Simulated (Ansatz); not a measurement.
Born–Oppenheimer molecular dynamics of CH6OSiTe (10 atoms, charge 0, multiplicity 1). It starts from a relaxed structure.

Method: RKS PBE0/def2-SVP (Ansatz 0.2.0).

* ensemble: NVT, Langevin thermostat
* time step: 0.25 fs
* steps asked: 500
* set temperature: 300 K
* friction: 0.5 /fs
* seed: 662345

First frame:

```xyz
10
Properties=species:S:1:pos:R:3
O -1.691 0.588 -0.854
Si -0.525 0.877 0.296
C 0.358 -0.725 0.739
Te 1.127 -1.693 -1.048
H -1.379 0.068 -1.605
H -1.242 1.435 1.478
H 0.511 1.853 -0.168
H -0.351 -1.456 1.159
H 1.185 -0.604 1.453
H 2.091 -0.394 -1.447
```

Q: How far do the bonds stretch over the last three quarters of this one trajectory? (Pairs bonded in most of those frames.)

A: 
```tsv
bond	mean (Å)	spread (Å)	shortest	longest
O1–Si2	1.650	0.036	1.57	1.71
O1–H5	0.966	0.021	0.93	1.01
Si2–C3	1.872	0.021	1.83	1.91
Si2–H6	1.505	0.036	1.44	1.61
Si2–H7	1.502	0.033	1.44	1.59
C3–Te4	2.148	0.035	2.09	2.21
C3–H8	1.095	0.028	1.04	1.17
C3–H9	1.102	0.020	1.06	1.16
Te4–H10	1.661	0.027	1.59	1.73
```

Mean temperature of the second half: 297 K. A run of 0.12 ps of so small a system gives no equilibrium averages. The friction is so strong that the motion is overdamped, so the time scale means little.

The run took 30 min on 2 threads of Arm Neoverse N1, with other jobs on the host, peak memory 0.25 GiB.
